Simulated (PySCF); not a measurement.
# Correlation energy of N³⁺ (nitrogen, charge +3)

[He] 2s2, closed-shell 1S. All numbers are calculated (PySCF 2.14, the non-relativistic Hamiltonian (point nucleus), in aug-cc-pVTZ with one added diffuse shell each of s, p, d, f type (6s5p4d3f, 62 functions)). Frozen: 1s2; 2 electrons correlated.

With two correlated electrons CCSD is exact within the correlated space (frozen core and kept virtual orbitals).

| level | correlation energy (mhartree) |
| --- | --- |
| CCSD | -85.35 |

Diagnostics: T1 = 0.0065, D1 = 0.0092, largest double amplitude 0.154.

A double-excitation amplitude exceeds 0.15, a sign of near-degeneracy.

Cost of the coupled-cluster step: about 2.1 core-seconds, for 2 correlated electrons.
